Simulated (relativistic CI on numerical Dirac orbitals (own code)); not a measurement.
Tc24+: computed level list

Method of calculation: Dirac-Coulomb-Breit CI, KLI orbitals optimised for each configuration, model QED, unscaled Slater integrals (own radial code, finite nucleus).

CI space (outside the closed core [Ne]): 3s2 3p6 3d, 3s2 3p5 3d2, 3s 3p6 3d2, 3s2 3p6 4s, 3s2 3p6 4p, 3s2 3p6 4d, 3s2 3p6 4f, 3s2 3p5 3d 4s, 3s2 3p5 3d 4p, 3p6 3d3, 3p5 3d4. Double excitations out of closed p, d and f shells are left out; levels of such configurations are missing from the list, as are those of other unlisted configurations, and high levels can miss mixing partners. These lack a partner that the ground configuration has and come out too high: 3s2 3p5 3d 4s, 3s2 3p5 3d 4p.

The lowest level is 3s2 3p6 3d 2D_3/2, with 100 % of that term; Hund's rules for 3s2 3p6 3d give 2D with J = 3/2, in agreement.

```
No.  Configuration  Term     J  E (cm⁻¹)    %  Next component (%)  Landé g            jj configuration (%)
  1     3s2 3p6 3d    2D   3/2         0  100                        0.796                     3d3/2 (100)
  2     3s2 3p6 3d    2D   5/2     41890  100                        1.197                     3d5/2 (100)
  3    3s2 3p5 3d2   4D°   1/2    940347   96               3 2P°    0.030            3p3/2^3 3d3/2^2 (73)
  4    3s2 3p5 3d2   4D°   3/2    949543   81              11 4F°    1.114            3p3/2^3 3d3/2^2 (69)
  5    3s2 3p5 3d2   4D°   5/2    970111   68              25 4F°    1.261        3p3/2^3 3d3/2 3d5/2 (61)
  6    3s2 3p5 3d2   4D°   7/2    994818   36              33 4F°    1.221        3p3/2^3 3d3/2 3d5/2 (63)
  7    3s2 3p5 3d2   2F°   5/2   1003846   29              18 2D°    1.051            3p3/2^3 3d3/2^2 (57)
  8    3s2 3p5 3d2   4D°   7/2   1008815   38              27 4G°    1.169            3p3/2^3 3d3/2^2 (59)
  9    3s2 3p5 3d2   4G°   9/2   1012390   76              15 4F°    1.188        3p3/2^3 3d3/2 3d5/2 (96)
 10    3s2 3p5 3d2   4G°  11/2   1025679   94               5 2H°    1.260            3p3/2^3 3d5/2^2 (58)
 11    3s2 3p5 3d2   2D°   3/2   1035571   44              20 4F°    0.904        3p3/2^3 3d3/2 3d5/2 (60)
 12    3s2 3p5 3d2   4P°   5/2   1035962   62              19 2F°    1.346        3p3/2^3 3d3/2 3d5/2 (88)
 13    3s2 3p5 3d2   4P°   3/2   1044380   61              13 4F°    1.474            3p3/2^3 3d3/2^2 (53)
 14    3s2 3p5 3d2   2G°   7/2   1059446   47              25 4F°    1.053        3p3/2^3 3d3/2 3d5/2 (90)
 15    3s2 3p5 3d2   4P°   1/2   1071618   55              27 2P°    1.880        3p3/2^3 3d3/2 3d5/2 (87)
 16    3s2 3p5 3d2   4F°   9/2   1079178   65              31 2G°    1.254            3p3/2^3 3d5/2^2 (68)
 17    3s2 3p5 3d2   2D°   5/2   1079544   61              17 2F°    1.152            3p3/2^3 3d5/2^2 (80)
 18    3s2 3p5 3d2   2F°   7/2   1095713   57              29 4D°    1.206        3p3/2^3 3d3/2 3d5/2 (80)
 19    3s2 3p5 3d2   2H°  11/2   1100043   94               5 4G°    1.098        3p3/2^3 3d3/2 3d5/2 (58)
 20    3s2 3p5 3d2   4F°   3/2   1102635   30              28 2P°    1.087        3p3/2^3 3d3/2 3d5/2 (73)
 21    3s2 3p5 3d2   4D°   5/2   1104911   29              24 2F°    1.124        3p3/2^3 3d3/2 3d5/2 (68)
 22    3s2 3p5 3d2   2F°   7/2   1118947   58              28 4D°    1.208            3p3/2^3 3d5/2^2 (72)
 23    3s2 3p5 3d2   2P°   1/2   1125401   68              22 4P°    1.204            3p3/2^3 3d5/2^2 (86)
 24    3s2 3p5 3d2   4G°   5/2   1145828   49              31 2F°    0.800      3p1/2 3p3/2^4 3d3/2^2 (40)
 25    3s2 3p5 3d2   2G°   9/2   1151456   53              46 2H°    1.017        3p3/2^3 3d3/2 3d5/2 (68)
 26    3s2 3p5 3d2   2D°   3/2   1157148   49              30 4D°    0.900        3p3/2^3 3d3/2 3d5/2 (49)
 27    3s2 3p5 3d2   4D°   5/2   1190038   41              31 4F°    1.139  3p1/2 3p3/2^4 3d3/2 3d5/2 (41)
 28    3s2 3p5 3d2   4D°   7/2   1201497   37              37 2G°    1.143            3p3/2^3 3d5/2^2 (52)
 29    3s2 3p5 3d2   2D°   3/2   1215839   39              29 2P°    1.222            3p3/2^3 3d5/2^2 (60)
 30    3s2 3p5 3d2   4D°   1/2   1222273   64              18 2P°    0.463        3p3/2^3 3d3/2 3d5/2 (34)
 31    3s2 3p5 3d2   4G°   7/2   1233896   32              29 2G°    1.071  3p1/2 3p3/2^4 3d3/2 3d5/2 (81)
 32    3s2 3p5 3d2   2P°   3/2   1262331   37              27 4S°    1.448            3p3/2^3 3d5/2^2 (38)
 33    3s2 3p5 3d2   2F°   5/2   1267221   57              30 2D°    0.997  3p1/2 3p3/2^4 3d3/2 3d5/2 (64)
 34    3s2 3p5 3d2   2G°   9/2   1271113   55              16 4G°    1.126  3p1/2 3p3/2^4 3d3/2 3d5/2 (63)
 35    3s2 3p5 3d2   2P°   3/2   1290830   35              28 2D°    1.200  3p1/2 3p3/2^4 3d3/2 3d5/2 (65)
 36    3s2 3p5 3d2   2S°   1/2   1295918   58              21 4P°    1.727  3p1/2 3p3/2^4 3d3/2 3d5/2 (84)
 37    3s2 3p5 3d2   2G°   7/2   1309669   44              33 2F°    1.081      3p1/2 3p3/2^4 3d5/2^2 (69)
 38    3s2 3p5 3d2   2F°   5/2   1324957   61              23 2D°    0.990        3p3/2^3 3d3/2 3d5/2 (41)
 39    3s2 3p5 3d2   2P°   3/2   1340719   41              23 4S°    1.401      3p1/2 3p3/2^4 3d5/2^2 (79)
 40    3s2 3p5 3d2   2G°   9/2   1342390   53              40 2H°    1.037      3p1/2 3p3/2^4 3d5/2^2 (61)
 41    3s2 3p5 3d2   2F°   5/2   1361165   49              33 2D°    1.038      3p1/2 3p3/2^4 3d5/2^2 (71)
 42    3s2 3p5 3d2   2P°   1/2   1434016   82              11 4D°    0.676      3p1/2 3p3/2^4 3d5/2^2 (64)
 43    3s2 3p5 3d2   2F°   7/2   1451855   84              13 2G°    1.108  3p1/2 3p3/2^4 3d3/2 3d5/2 (83)
 44    3s2 3p5 3d2   2P°   1/2   1493227  100                        0.661      3p1/2 3p3/2^4 3d3/2^2 (57)
 45    3s2 3p5 3d2   2D°   3/2   1512087   89               7 2P°    0.833      3p1/2 3p3/2^4 3d3/2^2 (66)
```

Energies count from the lowest computed level; ° marks odd parity. Filled j subshells are mostly left out of the jj labels.

The mean weight of the leading LS term, summed over parents, in these 45 levels is 59 %, and that of the leading jj configuration (from the same eigenvectors) 67 %.

At this charge energies of transitions that change n are usually good to better than 1 %, and those within a shell (Δn = 0) to a few per cent.

LS names give the leading component of a level, which can be under half, so a name can repeat, a term be missing and a line seem to break the LS rules.
